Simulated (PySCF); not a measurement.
**Os⁷⁰⁺: ionisation energy**

Os⁷⁰⁺ [He] 2s2 2p2 [2p1/2^2, M_J = 0] → Os⁷¹⁺ [He] 2s2 2p1 [2p1/2^1, M_J = 1/2], as a difference of total energies. Calculation: PySCF 2.14, in an uncontracted even-tempered set (16 s from 57 bohr⁻², ratio 2.4; 13 p from 74 bohr⁻², ratio 2.4; 5 d from 240 bohr⁻², ratio 2.6; 4 f from 360 bohr⁻², ratio 2.6); the two-component X2C-1e Hamiltonian. Correlated levels: nothing frozen; the 28 highest virtual spinors dropped. "Screened" scales the spin-orbit matrix elements by Boettger's factors to mimic the two-electron term; Breit and QED terms are absent.

```tsv
method	ionisation energy (eV)
GHF (spin-free)	18505.2
GMP2 (spin-free)	18505.4
GHF (screened spin-orbit)	19634.6
GMP2 (screened spin-orbit)	19636.8
```

Q: How much does correlation contribute at GMP2 (screened spin-orbit)?

A: 19636.8 − (19634.6) = 2.2 eV, measured against GHF (screened spin-orbit).

For this ion Breit and QED terms and the two-electron picture change, all absent here, outweigh the correlation shift from GHF to GMP2.

The spin-free rows relax to the high-spin LS determinant and lack the spin-orbit shift.

The labels give the starting determinants; with spin-orbit coupling the two ends relaxed to ⟨J²⟩ = 0.00, ⟨L²⟩ = 1.33, ⟨S²⟩ = 1.33 and ⟨J²⟩ = 0.75, ⟨L²⟩ = 2.00, ⟨S²⟩ = 0.75.

For comparison: 19600 ± 60 eV (theoretical estimate listed by NIST; NIST Atomic Spectra Database, ionization energies).
